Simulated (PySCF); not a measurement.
## Peak assignment

Structure with atom numbers: `[F:1][C:2]([F:3])=[C:4]([F:5])[c:6]1[cH:7][cH:8][cH:9][cH:10][n:11]1`. Hydrogens are named by the atom that carries them.

Computed data (PySCF 2.14.0 with density-fitted response routines): structure optimised with PBE0-D3(BJ)/def2-SVP, PBE0/pcSseg-1 with gauge-including orbitals, J: B3LYP/pcJ-1 (spin–dipole term only in couplings to heteroatoms). Non-relativistic Hamiltonian, no solvent, single conformer.

Shifts are taken against calculated references (same method and geometry level): ¹³C (184.41 ppm), ¹H (31.27 ppm) against TMS.

Task: Assign these signals to the numbered atoms. ¹³C{¹H} NMR (computed): δ 164.3 (C, ddd, J = 386.8, 368.5, 46.7 Hz), 155.1 (CH), 154.3 (C, dd, J = 26.8, 10.9 Hz), 141.8 (CH), 134.7 (C, ddd, J = 287.7, 32.0, 23.7 Hz), 126.3 (CH), 122.7 (CH, d, J = 6.5 Hz).

Result: 
```tsv
δ (ppm)	atoms	environment	reason
164.3	C2	fully substituted alkene carbon	the olefinic region
155.1	C10	aromatic CH next to a ring nitrogen	the adjacent pyridine-type nitrogen withdraws density from it
154.3	C6	substituted aromatic carbon next to a ring nitrogen	–
141.8	C8	aromatic CH	–
134.7	C4	fully substituted alkene carbon	the olefinic region
126.3	C9	aromatic CH	the aromatic region
122.7	C7	aromatic CH	–
```

C10 and C6 lie closer than the usual error of such a calculation, so a measured spectrum could show them in the other order.

Task: Assign these signals to the numbered atoms. ¹H NMR (300 MHz, computed): δ 8.77 (m, 1H), 7.81 (td, J = 8.7, 1.6 Hz, 1H), 7.47 (ddd, J = 9.0, 4.9, 1.0 Hz, 1H), 7.10 (dd, J = 8.4, 5.3 Hz, 1H).

Result: 
| δ (ppm) | atoms | environment | reason |
| --- | --- | --- | --- |
| 8.77 | H(C10) | hydrogen on an aromatic CH next to a ring nitrogen | ring current plus the neighbouring ring nitrogen |
| 7.81 | H(C8) | hydrogen on an aromatic CH | aromatic region |
| 7.47 | H(C7) | hydrogen on an aromatic CH | – |
| 7.10 | H(C9) | hydrogen on an aromatic CH | – |

C–F couplings over four or more bonds (about 3 Hz to the para carbon of a fluoroarene) are left out. Common functionals overestimate the size of one-bond C–F couplings by tens of Hz; these are unscaled. Multiplet labels drop couplings under 1 Hz and merge nearly equal ones. Unscaled 3J(H,H) at this level run about 10 % above measured values. Shifts are as computed. Against solution values, carbons near 30 ppm lie about +2 ppm off and those near 130 ppm about +5 ppm. Of 1313 compounds with measured shifts, 239 miss one by over three times the rms of a fit or turn the order of signals round; such compounds aren't used in these exercises.
